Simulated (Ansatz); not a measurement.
Geometry optimisation, Ansatz 0.2.0, RKS PBE0-D4/def2-SVP.

Input file:

```yaml
crystal:
  periodic: [false, false, false]
  atoms:
    - { symbol: Zr, position_ang: [-0.19362, 0.316167, -0.04096] }
    - { symbol: O, position_ang: [-0.519002, 0.255208, 1.927167] }
    - { symbol: H, position_ang: [-0.521735, -0.011569, 2.845481] }
    - { symbol: F, position_ang: [1.632213, 0.647996, -0.454761] }
    - { symbol: F, position_ang: [-1.212362, 1.734143, -0.786856] }
    - { symbol: F, position_ang: [-0.732761, -1.293001, -0.904928] }
    - { symbol: Si, position_ang: [1.648177, -2.697967, 1.379032] }
    - { symbol: H, position_ang: [0.795798, -3.913146, 1.24156] }
    - { symbol: H, position_ang: [2.475974, -2.50516, 0.153493] }
    - { symbol: H, position_ang: [2.531535, -2.821997, 2.577277] }
    - { symbol: H, position_ang: [0.778784, -1.518775, 1.581292] }
basis:
  gaussian: { orbitals: def2-SVP }
hamiltonian:
  xc: pbe0
  dispersion: d4
relax:
  f_tol: 0.03
  max_steps: 50
output:
  orbitals: {}
```

Run as:

```bash
$ ansatz run input.yaml --threads 4 --pin off --max-ram 5120MiB --backend cpu --events-out ev --progress --plain --runs-dir out
```

Problem. Where does it end, and by what steps?

Solution. It converged. After 13 steps the energy has fallen by 0.233 eV; H3 moved furthest, 0.86 Å.

```json
{"step": "0", "energy less start (eV)": "0.0000", "largest force component (eV/Å)": "2.148", "accepted": "yes"}
{"step": "1", "energy less start (eV)": "-0.1655", "largest force component (eV/Å)": "0.238", "accepted": "yes"}
{"step": "2", "energy less start (eV)": "-0.1814", "largest force component (eV/Å)": "0.110", "accepted": "yes"}
{"step": "3", "energy less start (eV)": "-0.1905", "largest force component (eV/Å)": "0.080", "accepted": "yes"}
{"step": "4", "energy less start (eV)": "-0.1976", "largest force component (eV/Å)": "0.230", "accepted": "yes"}
{"step": "5", "energy less start (eV)": "-0.2060", "largest force component (eV/Å)": "0.487", "accepted": "yes"}
{"step": "6", "energy less start (eV)": "-0.2150", "largest force component (eV/Å)": "0.648", "accepted": "yes"}
{"step": "7", "energy less start (eV)": "-0.2223", "largest force component (eV/Å)": "0.506", "accepted": "yes"}
{"step": "8", "energy less start (eV)": "-0.2267", "largest force component (eV/Å)": "0.140", "accepted": "yes"}
{"step": "9", "energy less start (eV)": "-0.2290", "largest force component (eV/Å)": "0.067", "accepted": "yes"}
{"step": "10", "energy less start (eV)": "-0.2301", "largest force component (eV/Å)": "0.047", "accepted": "yes"}
{"step": "11", "energy less start (eV)": "-0.2308", "largest force component (eV/Å)": "0.039", "accepted": "yes"}
{"step": "12", "energy less start (eV)": "-0.2328", "largest force component (eV/Å)": "0.051", "accepted": "yes"}
{"step": "13", "energy less start (eV)": "-0.2332", "largest force component (eV/Å)": "0.027", "accepted": "yes"}
```

```xyz
11
Properties=species:S:1:pos:R:3
Zr -0.134 0.247 0.150
O -0.814 0.499 1.907
H -1.123 0.602 2.806
F 1.716 0.697 0.019
F -1.059 1.470 -0.976
F -0.513 -1.497 -0.547
Si 1.725 -2.781 1.216
H 0.707 -3.866 1.231
H 2.275 -2.578 -0.151
H 2.828 -3.089 2.173
H 1.076 -1.512 1.690
```

Whether the end is a true minimum wasn't checked by a vibrational analysis.

Time of the run: 35 s on 4 threads of AMD EPYC 7R43 64-Core Processor (Zen 3), with other jobs on the host, peak memory 0.34 GiB.
